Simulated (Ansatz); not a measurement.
Isolated molecules relaxed with PBE0-D4/def2-TZVP in Ansatz; ΔE leaves out vibrations. CBS: MP2 limit from def2 TZ/QZ plus the TZ coupled-cluster correction, frozen cores. DFT in def2-TZVPP. For Ge outer-core shells are correlated without core-valence functions, which leaves a few kJ/mol of doubt a bond. Scalar relativity is left out up to krypton. Each species was taken in one conformer, which may not be the lowest.

Reaction (cleavage of the Si–Ge bond): `[SiH3][GeH2][SiH3]` + `[NH2][AlH][Cl]` → `[SiH3][NH][AlH][Cl]` + `[SiH3][GeH3]`

`[SiH3][GeH2][SiH3]`:

```xyz
11

Si    1.952   -0.250   -0.328
Ge    0.007    0.279    0.936
Si   -1.958    0.037   -0.383
H     2.042    0.649   -1.509
H     1.873   -1.656   -0.805
H     3.182   -0.089    0.493
H    -0.077   -0.647    2.164
H     0.106    1.727    1.453
H    -3.174    0.364    0.407
H    -2.064   -1.363   -0.872
H    -1.889    0.947   -1.557
```

`[NH2][AlH][Cl]`:

Cartesian coordinates in Å:
```
N 0.357 0.400 -0.833
Al -0.417 -0.275 0.591
Cl 0.824 -1.089 2.075
H -0.138 0.815 -1.605
H 1.351 0.426 -0.992
H -1.978 -0.277 0.764
```

`[SiH3][NH][AlH][Cl]`:

Cartesian coordinates in Å:
```
Si -0.355 -0.821 -1.109
N -0.570 0.209 0.266
Al 0.589 0.996 1.349
Cl 2.635 0.711 1.016
H -0.996 -2.149 -0.900
H -0.959 -0.227 -2.334
H 1.101 -1.006 -1.319
H -1.541 0.394 0.491
H 0.096 1.893 2.540
```

`[SiH3][GeH3]`:

Z-matrix (Å, degrees):
```
Si
Ge 1 2.378
H 1 1.487 2 110.1
H 1 1.487 2 110.1 3 -120.0
H 1 1.487 2 110.1 3 120.0
H 2 1.538 1 110.6 3 179.7
H 2 1.538 1 110.6 3 -60.3
H 2 1.538 1 110.6 3 59.7
```

CCSD(T)/CBS gives -27.5 kJ/mol.

Problem. Another level gave -30.8 kJ/mol. Which?
A. PBE/def2-TZVPP
B. PBE0-D4/def2-TZVPP
C. r2SCAN/def2-TZVPP
D. B97M-V/def2-TZVPP

Solution. D. B97M-V -30.8, r2SCAN -23.6, PBE0-D4 -18.0, PBE -12.8 kJ/mol.

Largest T1 diagnostic among the species: 0.012.

At CCSD(T), def2-SVP lies −4.6 kJ/mol from the extrapolated value and def2-TZVPP −2.1 kJ/mol. From PBE to PBE0 (25 % exact exchange), in def2-TZVPP and without D4, ΔE moves by −4.9 kJ/mol. Leaving LDA and LC-ωPBE aside and taking each functional with its dispersion term where it has one, the values, not all of them listed here, spread over 20.1 kJ/mol, from BHLYP-D4 to PBE-D4. LDA lies −4.6 kJ/mol from PBE without D4.
